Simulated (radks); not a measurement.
Question: The table gives one normalised radial function P(r) = r R(r) of I2+ in [Kr] 4d10 5s1.75 5p3 6s0.25 (r in bohr). Calculated with a radial shooting solver on a logarithmic mesh with Libxc functionals: scalar-relativistic Kohn-Sham, LDA (Slater exchange, Perdew-Wang correlation), spin-polarised, spherical densities, point nucleus; open shells are filled with parallel spins first (spin-orbit coupling, left out, can overturn this in heavy ions).

r	P
0.00372	0.0044
0.005869	0.0098
0.00926	0.0210
0.01473	0.0439
0.02324	0.0831
0.03666	0.1364
0.05784	0.1710
0.09126	0.1088
0.144	-0.0970
0.2272	-0.2524
0.3584	-0.0085
0.5655	0.3765
0.8922	0.1033
1.419	-0.6031
2.239	-0.7385
3.532	-0.3094
5.573	-0.0390
8.793	-0.0009
13.87	0.0000

Which n and l does it have? It may be an empty orbital.

Answer: n = 5, l = 1: the number of nodes gives n - l - 1 = 3, the rise at small r (about r^(l+1), flatter next to the nucleus through relativity) gives l, and the extent must fit the shell. The curve is that of 5p up; the table hardly tells the two spins apart. 5p up: eigenvalue -26.628 eV, 3 radial nodes at r = 0.119, 0.362, 0.956 bohr, <r> = 2.17 bohr, 90 % of the charge inside 3.16 bohr.
